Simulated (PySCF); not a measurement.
Method: PBE-D3(BJ)/def2-TZVP // B3LYP-D3(BJ)/def2-SVP in PySCF 2.14.0. Gas-phase values, no solvent. One relaxed conformer stands for a flexible species; it need not be the lowest. Excitations are Tamm–Dancoff values on a coarser integration grid. The basis has no diffuse functions, so Rydberg states are missing or too high.

Reference species (SMILES): `c1ccccc2c(F)c(B)cc-21` (neutral, multiplicity 1).

- S1–T1 gap (TDA) = 0.46 eV
- LUMO = -3.72 eV
- HOMO = -5.09 eV
- S1 oscillator strength = 0.013

After one change: the S1–T1 gap (TDA) rises by 0.05 eV; the LUMO rises by 0.04 eV; the HOMO falls by 0.35 eV; the S1 oscillator strength stays essentially unchanged.

Problem. Which change was made? The new species is one of these.
(A) `Bc1cc2cccc-2ccc1F`
(B) `Bc1ccc2cc(F)cc-2cc1`
(C) `Bc1c(F)cccc2cccc1-2`
(D) `Bc1cc(F)c2cccccc1-2`

Solution. B, `Bc1ccc2cc(F)cc-2cc1`
